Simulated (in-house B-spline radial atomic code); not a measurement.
# Ionising the magnesium ion Mg²⁺ with different functionals

Computed with a B-spline radial code for spherical atoms: scalar-relativistic (spin-free X2C) Hamiltonian, Fermi nucleus of rms radius 3.057 fm, spin-polarised at highest spin, spherical fractional occupations for the functionals, and exact exchange of hybrids averaged over the configuration. The ionisation energy is the difference of two self-consistent energies, [He] 2s2 2p6 → [He] 2s2 2p5, without Breit or QED terms; ε is the level of the shell that loses the electron (its least bound occupied spin orbital).

| method | rung | ΔSCF (eV) | -ε(2p) (eV) |
| --- | --- | --- | --- |
| PBE0 | global hybrid | 80.33 | 70.76 |
| B3LYP | global hybrid | 80.57 | 70.16 |
| TPSSh | global hybrid | 80.67 | 68.63 |
| BHandHLYP | global hybrid | ? | ? |
| r2SCAN0 | global hybrid | 81.06 | 71.69 |
| B97-1 | global hybrid | 80.38 | 70.13 |
| HSE06 | range-separated hybrid | 80.33 | 70.32 |
| wB97X | range-separated hybrid | 80.20 | 72.80 |
| CAM-B3LYP | range-separated hybrid | 80.52 | 72.18 |
| LC-wPBE | range-separated hybrid | ? | ? |

**Question.** What does LC-wPBE give?

**Answer.** ΔSCF 80.58 eV, and -ε(2p) = 72.55 eV.

**Question.** What does BHandHLYP give?

**Answer.** ΔSCF 80.18 eV, and -ε(2p) = 74.85 eV.

**Question.** Among the functionals, which spreads more, the ΔSCF values or the orbital energies?

**Answer.** The orbital energies: ΔSCF values span about 0.88 eV and the orbital energies 6.22 eV; here energy differences depend much less on the functional than eigenvalues do.

**Question.** How do they compare with the NIST value?

**Answer.** NIST lists 80.144 eV (measured, ground level to ground level). Errors run from +0.04 to +0.92 eV; BHandHLYP is closest (+0.04 eV), but part of that can be cancellation, since the calculations leave out spin-orbit coupling, Breit-QED terms, multiplet and fine-structure energies.
